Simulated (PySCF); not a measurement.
Multinuclear NMR of C₂H₈OSi₂

Atom-mapped SMILES (the numbers label the heavy atoms): `[OH:1][SiH2:2]/[CH:3]=[CH:4]\[SiH3:5]` (H(Xn): hydrogen on atom n).

[PySCF 2.14.0 with density-fitted response routines: geometry: GFN2-xTB; shielding tensors at PBE0/pcSseg-1 (GIAO); non-relativistic; no solvent model; rapidly exchanging positions averaged; a single conformation]

Q: Predict the 29Si NMR data.

A: 
| atoms | environment | σ (ppm) | δ (ppm) |
| --- | --- | --- | --- |
| Si2 | silicon bonded to C, O, 2 H | 380.9 | -33.1 |
| Si5 | silicon bonded to C, 3 H | 437.3 | -79.4 |

Shieldings were converted by a linear fit to measured shifts: 29Si: δ = 279.94 − 0.822σ (rms 8.9 ppm, 72 shifts, 25.8 ppm with the 6 outliers that the fit left out vs TMS, solution or neat liquid). Occasional misses reach two or three times the rms, and more in compound classes unlike the fitted ones.

On a 600 MHz spectrometer 29Si resonates near 119.2 MHz, so 1 ppm is 119.2 Hz.

Q: Predict the 17O NMR data.

A: 
```csv
atoms,environment,σ (ppm),δ (ppm)
O1,"oxygen bonded to Si, H",324.9,-29.2
```

Shieldings were converted by a linear fit to measured shifts: 17O: δ = 266.70 − 0.911σ (rms 10.7 ppm, 155 shifts, 12.2 ppm with the 3 outliers that the fit left out vs liquid water, solution or neat liquid). A few per cent of atoms miss by over 2 rms, more outside the fitted compound classes.

On a 500 MHz spectrometer 17O resonates near 67.8 MHz, so 1 ppm is 67.8 Hz.
